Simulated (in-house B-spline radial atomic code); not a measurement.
Spin-orbit splittings of orbital energies (j = l + 1/2 less j = l - 1/2) and ratios of mean radii (lower j over upper j) along the 25-electron series, configuration [Ar] 3d7. Computed with an all-electron radial atomic-structure program (B-spline basis): Dirac-Hartree-Fock, average of the configuration, finite nuclei.

| ion | Z | splitting of 2p (eV) | radius ratio of 2p | splitting of 3d (eV) | radius ratio of 3d | splitting of 3p (eV) | radius ratio of 3p |
| --- | --- | --- | --- | --- | --- | --- | --- |
| Co2+ | 27 | 15.058 | 0.98646 | 0.21386 | 0.99489 | 1.9774 | 0.98909 |
| Ni3+ | 28 | 17.733 | 0.98542 | 0.28375 | 0.99536 | 2.3952 | 0.98864 |
| Cu4+ | 29 | 20.755 | 0.98435 | 0.36988 | 0.99553 | 2.8893 | 0.98818 |
| Zn5+ | 30 | 24.154 | 0.98324 | 0.47352 | 0.99556 | 3.4661 | 0.98768 |
| Ga6+ | 31 | 27.963 | 0.98209 | 0.59649 | 0.9955 | 4.1329 | 0.98714 |
| Ge7+ | 32 | 32.215 | 0.9809 | 0.74085 | 0.99539 | 4.8977 | 0.98657 |
| As8+ | 33 | 36.945 | 0.97967 | 0.9088 | 0.99523 | 5.7692 | 0.98597 |
| Se9+ | 34 | 42.191 | 0.97841 | 1.1027 | 0.99505 | 6.7564 | 0.98533 |
| Br10+ | 35 | ? | ? | ? | ? | ? | ? |
| Kr11+ | 36 | 54.382 | 0.97576 | 1.5782 | 0.99462 | 9.1176 | 0.98395 |
| Rb12+ | 37 | 61.41 | 0.97437 | 1.8652 | 0.99437 | 10.513 | 0.98322 |
| Sr13+ | 38 | 69.117 | 0.97294 | 2.1886 | 0.99411 | 12.065 | 0.98245 |
| Zr15+ | 40 | 86.751 | 0.96997 | 2.9566 | 0.99355 | 15.692 | 0.98084 |
| Nb16+ | 41 | 96.776 | 0.96842 | 3.4075 | 0.99324 | 17.791 | 0.97999 |
| Mo17+ | 42 | 107.67 | 0.96683 | 3.9072 | 0.99293 | 20.099 | 0.97912 |
| Tc18+ | 43 | ? | ? | ? | ? | ? | ? |
| Ru19+ | 44 | 132.3 | 0.96351 | 5.0667 | 0.99226 | 25.397 | 0.97728 |
| Rh20+ | 45 | 146.15 | 0.96179 | 5.7338 | 0.99191 | 28.418 | 0.97632 |
| Pd21+ | 46 | ? | ? | ? | ? | ? | ? |
| Ag22+ | 47 | 177.21 | 0.95821 | 7.261 | 0.99118 | 35.281 | 0.97431 |
| Cd23+ | 48 | 194.55 | 0.95636 | 8.1291 | 0.9908 | 39.158 | 0.97327 |
| In24+ | 49 | 213.18 | 0.95446 | 9.0722 | 0.99041 | 43.357 | 0.97219 |
| Sn25+ | 50 | 233.19 | 0.95251 | 10.095 | 0.99001 | 47.895 | 0.97109 |
| Sb26+ | 51 | 254.63 | 0.95052 | 11.201 | 0.98959 | 52.792 | 0.96996 |
| Te27+ | 52 | 277.59 | 0.94848 | 12.395 | 0.98917 | 58.07 | 0.9688 |
| I28+ | 53 | 302.15 | 0.94639 | 13.682 | 0.98874 | 63.748 | 0.96761 |

(1) Fill in the row of Br10+.

(2) Fill in the row of Tc18+.

(3) Fill in the row of Pd21+.

(4) With what power of Z does the column «splitting of 3d (eV)» change over this range?

Answers

(1) splitting of 2p (eV): 47.99; radius ratio of 2p: 0.9771; splitting of 3d (eV): 1.325; radius ratio of 3d: 0.99485; splitting of 3p (eV): 7.8691; radius ratio of 3p: 0.98465.

(2) splitting of 2p (eV): 119.5; radius ratio of 2p: 0.96519; splitting of 3d (eV): 4.4591; radius ratio of 3d: 0.9926; splitting of 3p (eV): 22.63; radius ratio of 3p: 0.97821.

(3) splitting of 2p (eV): 161.1; radius ratio of 2p: 0.96002; splitting of 3d (eV): 6.4639; radius ratio of 3d: 0.99155; splitting of 3p (eV): 31.707; radius ratio of 3p: 0.97533.

(4) A fit of the logarithm of its size against log Z from Z = 27 to 53 has slope 6.05. An unscreened hydrogenic electron would give 4 at low Z; screening makes the apparent power larger near the neutral end, and relativity raises it again at high Z.
